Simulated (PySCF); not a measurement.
Cartesian coordinates in Å; atom numbers follow the order of the lines, from 1:
```xyz
17

C     1.783   -1.047    0.948
C     2.006    0.003    0.177
C     1.269    0.288   -1.082
Si   -0.178    1.495   -0.733
Si   -1.664    0.436    0.704
P    -1.906   -1.710    0.079
H     1.055   -1.797    0.679
H     2.320   -1.210    1.867
H     2.740    0.745    0.465
H     1.945    0.708   -1.827
H     0.855   -0.638   -1.487
H    -0.758    1.873   -2.032
H     0.370    2.729   -0.156
H    -2.981    1.095    0.740
H    -1.236    0.349    2.105
H    -3.133   -1.893    0.683
H    -2.492   -1.414   -1.139
```

Geometry: GFN2-xTB; GIAO shifts from PySCF 2.14.0 with density-fitted response routines, gas phase, non-relativistic, averaged over equivalent atoms.

At WP04/6-31G (88 basis functions, 11 s wall time on 1 thread of an Arm Neoverse V1, shared host):
| atoms | δ (ppm) |
| --- | --- |
| C2 | 127.6 |
| C1 | 109.8 |
| C3 | 19.1 |
| Si4 | -48.3 |
| Si5 | -63.5 |
| P6 | -10.6 |
| H9 | 6.08 |
| H7 | 5.90 |
| H8 | 5.20 |
| H12/H13 | 3.11 |
| H14/H15 | 2.95 |
| H10/H11 | 1.83 |
| H16/H17 | 0.42 |

δ = σ(ref) − σ, references computed at the same level: TMS for 13C (σref 191.25) and 29Si (σref 424.00) and 1H (σref 33.29); 31P (σref 616.99) vs PH3.

Problem. Estimate the result of repeating the calculation with HSE06/pcSseg-1.

Solution. 
```tsv
atoms	δ at HSE06/pcSseg-1	change
C2	143.5	+15.9
C1	123.0	+13.2
C3	18.7	-0.4
Si4	-72.3	-24.0
Si5	-95.7	-32.2
P6	-14.9	-4.3
H9	6.16	+0.08
H7	6.01	+0.11
H8	5.30	+0.10
H12/H13	4.03	+0.92
H14/H15	4.05	+1.10
H10/H11	1.92	+0.09
H16/H17	1.16	+0.74
```

δ = σ(ref) − σ, references computed at the same level: TMS for 13C (186.23 ppm), 29Si (346.40 ppm), 1H (31.72 ppm); 31P (608.73 ppm) against PH3.

The largest change is at Si5 (silicon bonded to P, Si, 2 H). Cost: 178 basis functions, 51 s wall time on 1 thread of an Arm Neoverse V1, shared host. The order of the carbon signals is the same at both levels.
